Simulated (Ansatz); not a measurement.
The cluster Zn2Te. The state is a quintet with charge 0. Geometry PBE-D4/def2-TZVP; atoms count from 1.

```csv
atom,x (Å),y (Å),z (Å)
Zn1,0.8710,-1.4214,0.7167
Zn2,0.5718,1.6691,-0.4240
Te3,-1.4429,-0.2478,-0.2927
```

In the def2 sets Te takes a core potential; there is no spin–orbit coupling. At PBE0-D4/def2-TZVP a triplet of charge 0 lies 2.98 eV below the quintet, each at its own geometry. The structure comes from a short search, and lower isomers may exist.

**Question.** Estimate the Mulliken populations from the PBE0/def2-TZVP orbitals of Ansatz.

**Answer.** 
```
atom  charge (e)  spin (α − β)  d electrons
 Zn1        0.00          1.22        10.02
 Zn2        0.00          1.22        10.02
 Te3       -0.01          1.57            –
```
Mulliken values and Mayer orders depend strongly on the basis.

**Question.** Where does the spin sit?

**Answer.** Summed by element: Zn 2.43, Te 1.57, of 4 unpaired in all. Largest on single atoms: Te3 1.57, Zn1 1.22, Zn2 1.22.

**Question.** And the Mayer bond orders between bonded heavy atoms (over 0.3)?

**Answer.** Zn1–Te3 0.71 (2.78 Å); Zn2–Te3 0.71 (2.78 Å). Values over 0.3 also appear between atoms too far apart for a bond (Zn1–Zn2 0.50 at 3.31 Å); they arise where an orbital or an unpaired electron spreads over both atoms.
